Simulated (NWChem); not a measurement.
System: SiH$_{2}$SeOF$_{2}$; SMILES O[Si](F)(F)[SeH]

Excerpt of the output:

```
             Northwest Computational Chemistry Package (NWChem) 7.3.0
             --------------------------------------------------------

 C1  symmetry detected

                             Geometry "geometry" -> ""
                             -------------------------

 Output coordinates in angstroms (scale by  1.889725989 to convert to a.u.)

  No.       Tag          Charge          X              Y              Z
 ---- ---------------- ---------- -------------- -------------- --------------
    1 O                    8.0000     1.03072523    -1.49977179     1.08969845
    2 Si                  14.0000    -0.00332730    -0.83613140     0.01398678
    3 F                    9.0000    -1.52809616    -1.24733944     0.31487308
    4 F                    9.0000     0.39607754    -1.48577307    -1.39526321
    5 Se                  34.0000    -0.01428760     1.41148308    -0.02744727
    6 H                    1.0000     1.03339207    -1.14279568     1.98284432
    7 H                    1.0000     1.44133443     1.45439753    -0.23952838

 Effective nuclear repulsion energy (a.u.)     458.4558488682

                                 NWChem DFT Module
                                 -----------------

 Summary of "ao basis" -> "ao basis" (spherical)
 ------------------------------------------------------------------------------
       Tag                 Description            Shells   Functions and Types
 ---------------- ------------------------------  ------  ---------------------
 O                           6-31g*                  6       14   3s2p1d
 Si                          6-31g*                  8       18   4s3p1d
 F                           6-31g*                  6       14   3s2p1d
 Se                          6-31g*                 12       32   5s4p3d
 H                           6-31g*                  2        2   2s

            General Information
            -------------------
          SCF calculation type: DFT
          Wavefunction type:  closed shell.
          No. of atoms     :     7
          No. of electrons :    76
           Alpha electrons :    38
            Beta electrons :    38
          Charge           :     0
          Spin multiplicity:     1
          Use of symmetry is: off; symmetry adaption is: off
          Maximum number of iterations: 150
          AO basis - number of functions:    96
                     number of shells:    42
          Convergence on energy requested:  1.00D-06
          Convergence on density requested:  1.00D-05
          Convergence on gradient requested:  5.00D-04

              XC Information
              --------------
                         B3LYP Method XC Potential
                     Hartree-Fock (Exact) Exchange  0.200
                        Slater Exchange Functional  0.800 local
                    Becke 1988 Exchange Functional  0.720 non-local
              Lee-Yang-Parr Correlation Functional  0.810
                  VWN I RPA Correlation Functional  0.190 local

             Grid Information
             ----------------
          Grid used for XC integration:  medium
          Radial quadrature: Mura-Knowles
          Angular quadrature: Lebedev.
          Tag              B.-S. Rad. Rad. Pts. Rad. Cut. Ang. Pts.
          ---              ---------- --------- --------- ---------
          O                   0.60       49          10.0       434
          Si                  1.10       88           9.0       590
          F                   0.50       49          10.0       434
          Se                  1.15      112           9.0       590
          H                   0.35       45          10.0       434
          Grid pruning is: on
          Number of quadrature shells:   437
          Spatial weights used:  Erf1

      Superposition of Atomic Density Guess
      -------------------------------------

 Sum of atomic energies:       -2962.81813215

      Non-variational initial energy
      ------------------------------

 Total energy =   -2963.951559
 1-e energy   =   -5039.688362
 2-e energy   =    1617.280954
 HOMO         =      -0.308378
 LUMO         =       0.039634

     ---------------------------------------------
      Total Density - Mulliken Population Analysis
     ---------------------------------------------

    Atom       Charge   Shell Charges
 -----------   ------   -------------------------------------------------------
    1 O    8     8.99   2.00  0.93  3.14  0.89  2.03  0.01
    2 Si  14    12.15   2.00  2.00  5.97  0.69  0.94  0.08  0.20  0.27
    3 F    9     9.60   2.00  0.95  3.46  1.00  2.18  0.01
    4 F    9     9.60   2.00  0.95  3.46  1.00  2.18  0.01
    5 Se  34    34.47   2.00  2.00  6.00  2.00  5.99  1.50  3.25  0.38  1.31  6.94  2.94  0.16
    6 H    1     0.44   0.35  0.09
    7 H    1     0.75   0.37  0.38

   convergence    iter        energy       DeltaE   RMS-Dens  Diis-err
 ---------------- ----- ----------------- --------- --------- ---------
 d= 0,ls=0.0,diis     1  -2966.9586087681 -3.43D+03  1.61D-02  1.11D+00
 d= 0,ls=0.0,diis     2  -2966.9044072187  5.42D-02  7.91D-03  1.98D+00
 d= 0,ls=0.0,diis     3  -2967.0781033699 -1.74D-01  1.21D-03  2.91D-02
 d= 0,ls=0.0,diis     4  -2967.0801125558 -2.01D-03  5.93D-04  3.33D-03
 d= 0,ls=0.0,diis     5  -2967.0804615942 -3.49D-04  1.71D-04  2.63D-04
  Resetting Diis
 d= 0,ls=0.0,diis     6  -2967.0804943947 -3.28D-05  2.51D-05  1.56D-05
 d= 0,ls=0.0,diis     7  -2967.0804957507 -1.36D-06  1.77D-05  1.19D-06
 d= 0,ls=0.0,diis     8  -2967.0804956289  1.22D-07  9.23D-06  2.73D-06

         Total DFT energy =    -2967.080495628853
      One electron energy =    -5041.988391893290
           Coulomb energy =     1755.036441271782
    Exchange-Corr. energy =     -138.584393875521
 Nuclear repulsion energy =      458.455848868176

 Numeric. integr. density =       76.000011558133

                       DFT Final Molecular Orbital Analysis
                       ------------------------------------

 Vector   36  Occ=2.000000D+00  E=-3.670873D-01
              MO Center=  6.8D-01, -1.2D+00,  7.7D-01, r^2= 2.2D+00
   Bfn.  Coefficient  Atom+Function         Bfn.  Coefficient  Atom+Function
  ----- ------------  ---------------      ----- ------------  ---------------
     3      0.510210  1 O  px                 7      0.370771  1 O  px
    72     -0.182520  5 Se py                 4      0.166683  1 O  py
    37      0.144710  3 F  pz                 8      0.137282  1 O  py
     5     -0.129380  1 O  pz                22      0.127986  2 Si py
    36     -0.123477  3 F  py                35      0.109651  3 F  px

 Vector   37  Occ=2.000000D+00  E=-3.370495D-01
              MO Center=  2.2D-01,  3.6D-01,  2.6D-01, r^2= 3.9D+00
   Bfn.  Coefficient  Atom+Function         Bfn.  Coefficient  Atom+Function
  ----- ------------  ---------------      ----- ------------  ---------------
    72      0.526902  5 Se py                 4      0.331566  1 O  py
     8      0.240735  1 O  py                68     -0.226906  5 Se py
    76      0.207637  5 Se py                22     -0.204632  2 Si py
    70     -0.191486  5 Se s                 71     -0.173655  5 Se px
    20     -0.134259  2 Si s                 50      0.128989  4 F  py

 Vector   38  Occ=2.000000D+00  E=-2.713152D-01
              MO Center=  2.1D-02,  1.2D+00, -1.3D-02, r^2= 2.2D+00
   Bfn.  Coefficient  Atom+Function         Bfn.  Coefficient  Atom+Function
  ----- ------------  ---------------      ----- ------------  ---------------
    73      0.718837  5 Se pz                77      0.350998  5 Se pz
    69     -0.307748  5 Se pz                71      0.111194  5 Se px
     4     -0.106661  1 O  py                65      0.092265  5 Se pz
     8     -0.080802  1 O  py                50      0.080057  4 F  py
    54      0.060524  4 F  py                75      0.060061  5 Se px

 Vector   39  Occ=0.000000D+00  E=-7.428193D-03
              MO Center=  3.1D-01,  1.1D+00, -1.9D-02, r^2= 3.6D+00
   Bfn.  Coefficient  Atom+Function         Bfn.  Coefficient  Atom+Function
  ----- ------------  ---------------      ----- ------------  ---------------
    96      1.013804  7 H  s                 75     -0.669881  5 Se px
    71     -0.396606  5 Se px                20     -0.376090  2 Si s
    76     -0.360567  5 Se py                74     -0.333874  5 Se s
    24     -0.323997  2 Si s                 72     -0.280413  5 Se py
     6      0.247500  1 O  s                 22     -0.240969  2 Si py

 Vector   40  Occ=0.000000D+00  E= 6.606312D-03
              MO Center=  2.5D-01,  2.7D-01,  3.0D-01, r^2= 5.1D+00
   Bfn.  Coefficient  Atom+Function         Bfn.  Coefficient  Atom+Function
  ----- ------------  ---------------      ----- ------------  ---------------
    24      1.326155  2 Si s                 96      0.726171  7 H  s
    74     -0.614441  5 Se s                 76      0.587965  5 Se py
     6     -0.525700  1 O  s                 70      0.512125  5 Se s
    75     -0.422288  5 Se px                94      0.361379  6 H  s
    71     -0.302593  5 Se px                26      0.275560  2 Si py

 Vector   41  Occ=0.000000D+00  E= 5.264028D-02
              MO Center=  4.1D-01, -4.6D-01,  9.5D-01, r^2= 5.1D+00
   Bfn.  Coefficient  Atom+Function         Bfn.  Coefficient  Atom+Function
  ----- ------------  ---------------      ----- ------------  ---------------
    94      0.866160  6 H  s                  6     -0.733291  1 O  s
    76     -0.541813  5 Se py                27      0.499303  2 Si pz
    74      0.483847  5 Se s                 24     -0.393448  2 Si s
    26     -0.389689  2 Si py                22     -0.326279  2 Si py
     9     -0.321111  1 O  pz                20     -0.281283  2 Si s

     ---------------------------------------------
      Total Density - Mulliken Population Analysis
     ---------------------------------------------

    Atom       Charge   Shell Charges
 -----------   ------   -------------------------------------------------------
    1 O    8     8.68   2.00  0.90  2.95  0.93  1.88  0.02
    2 Si  14    12.84   2.00  1.99  5.96  0.81  1.39 -0.03  0.28  0.43
    3 F    9     9.37   2.00  0.93  3.32  1.02  2.10  0.01
    4 F    9     9.37   2.00  0.93  3.32  1.02  2.09  0.01
    5 Se  34    34.30   2.00  2.00  6.00  2.00  5.99  1.60  3.27  0.29  1.09  6.92  2.93  0.22
    6 H    1     0.56   0.46  0.09
    7 H    1     0.89   0.47  0.41

     -------------------------------------------
      Total Density - Lowdin Population Analysis
     -------------------------------------------

    Atom       Charge   Shell Charges
 -----------   ------   -------------------------------------------------------
    1 O    8     8.50   1.99  0.86  2.81  0.71  2.10  0.03
    2 Si  14    13.29   2.00  1.97  5.87  0.54  1.32  0.26  0.66  0.67
    3 F    9     9.25   1.99  0.93  3.19  0.85  2.27  0.02
    4 F    9     9.24   1.99  0.93  3.19  0.85  2.26  0.02
    5 Se  34    34.20   2.00  2.00  5.99  1.99  5.89  1.23  2.95  0.51  1.56  6.69  3.08  0.31
    6 H    1     0.65   0.43  0.22
    7 H    1     0.87   0.45  0.42

     Multipole analysis of the density
     ---------------------------------

     L   x y z        total         alpha         beta         nuclear
     -   - - -        -----         -----         ----         -------
     0   0 0 0     -0.000000    -38.000000    -38.000000     76.000000

     1   1 0 0      0.475333      0.237667      0.237667      0.000000
     1   0 1 0      0.510544      0.255272      0.255272     -0.000000
     1   0 0 1      0.748489      0.374245      0.374245     -0.000000

     2   2 0 0    -34.572964    -78.135978    -78.135978    121.698991
     2   1 1 0      1.411222      1.134252      1.134252     -0.857282
     2   1 0 1      1.117794     -1.936983     -1.936983      4.991760
     2   0 2 0    -37.275024   -255.776654   -255.776654    474.278284
     2   0 1 1     -1.506950      2.901621      2.901621     -7.310192
     2   0 0 2    -32.765200    -73.394785    -73.394785    114.024370
```

Level: B3LYP/6-31G* (spherical d). The geometry was optimised at PBE0/def2-SVP.

Write an input that gives this output.

One answer among several that fit: the input that was run:
```
start job
memory heap 200 mb stack 900 mb global 1100 mb
geometry units angstroms noautoz
  O      1.139548    -1.536432     0.949521
  Si    -0.005262    -0.850728     0.008214
  F     -1.487429    -1.289845     0.449691
  F      0.252854    -1.449403    -1.455517
  Se    -0.039891     1.396751     0.043523
  H      1.230871    -1.208640     1.849166
  H      1.385812     1.464078    -0.314937
end
basis spherical
  * library 6-31g*
end
dft
  xc b3lyp
  iterations 150
  mulliken
end
task dft energy
```
